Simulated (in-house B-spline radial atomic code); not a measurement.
**Ar8+: [He] 2s2 (2p1/2)1 (2p3/2)4 5s1 (an excited or competing configuration)**

Method: Dirac-Hartree-Fock, average of the jj configuration, Fermi nucleus of rms radius 3.4274 fm. Calculated with an all-electron radial atomic-structure program (B-spline basis).

Effective charges: Z_r = [3n² - l(l+1)]/(2<r>) from the radius, Z_e = n√(-2ε) from the energy, and Slater's rules. Values are occupation-weighted means over j.

| shell | electrons | ε (eV) | <r> (bohr) | Z_r | Z_e | Slater |
| --- | --- | --- | --- | --- | --- | --- |
| 1s | 2 | -3482.7 | 0.08548 | 17.55 | 16.00 | 17.70 |
| 2s | 2 | -543.5 | 0.3984 | 15.06 | 12.64 | 14.20 |
| 2p | 5 | -474.72 | 0.3583 | 13.95 | 11.81 | 14.20 |
| 5s | 1 | -52.995 | 3.475 | 10.79 | 9.87 | 9.00 |

The least bound orbital is 5s1/2 at -53 eV, and it is also the most diffuse (<r> = 3.475 bohr).

For the 1s electron the small component carries 0.413 % of the norm, the zero-frequency Breit interaction raises the level by 2.45 eV, self-energy by 1.158 eV, and vacuum polarisation lowers it by 0.08114 eV.
